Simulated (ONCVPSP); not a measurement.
## Which setting gave this result? (sulfur (S), ONCV)

Base potential:

ONCVPSP 4.0.1 input, shortened (lines: element, Z, core and valence counts, functional; n l f; lmax; l rc ep ncon nbas qcut; lloc lpopt rc5 dvloc0; l nproj debl; icmod fcfact rcfact), LDA (Perdew-Wang 92), scalar-relativistic:

```
  S 16.00    1    4  -001012      upf
    1    0    2.00
    2    0    2.00
    2    1    6.00
    3    0    2.00
    3    1    2.00
    2
    0    0.85    0.00    3    6   18.60
    1    0.80    0.00    4    8   17.00
    2    0.80    0.02    3    7   13.70
    2    5    0.80    0.00
    0    3    2.30
    1    2    2.10
    2    0    3.70
    1    0.30    0.00
```

Cutoffs, loose and tight: the cutoffs (Ha) at which the residual kinetic energy of the hardest occupied pseudo-wave falls to 1 and 0.1 mHa per electron. They do not see the model core or the augmentation charge, which bear on the density cutoff. Test errors are all-electron minus pseudo excitation energies from the reference, over the configurations 2s2 2p6 3s2 3p4; 2s2 2p6 3s2 3p3; 2s2 2p6 3s2 3p1; 2s2 2p6 3s0 3p6; variants that change the core or the reference have their own tests.

Only the scale of all radii but the core radius (base = 1) is moved:

```
scale of all radii but the core radius (base = 1)  cutoff, loose  cutoff, tight  bound ghosts  largest test error (meV)
                                             0.78         288 Ha         532 Ha          none                       +11
                                             0.82         149 Ha         450 Ha          none                       +11
                                              0.9         133 Ha         234 Ha          none                       +11
                                             0.96         127 Ha         143 Ha          none                       +11
                                             1.03         120 Ha         133 Ha          none                       +11
                                             1.09         113 Ha         126 Ha          none                       +11
                                             1.13         110 Ha         124 Ha          none                       +11
                                             1.22         103 Ha         116 Ha          none                       +10
                                             1.31          98 Ha         111 Ha          none                      +9.6
```

Question: One more run gave cutoff, loose: 101 Ha; cutoff, tight: 114 Ha; bound ghosts: none; largest test error (meV): +10.0. Which value of the scale of all radii but the core radius (base = 1) was used?

Answer: 1.25. The loose cutoff moves one way along this sweep, from 288 Ha at 0.78 to 98 Ha at 1.31, which places the run between 1.22 and 1.31.
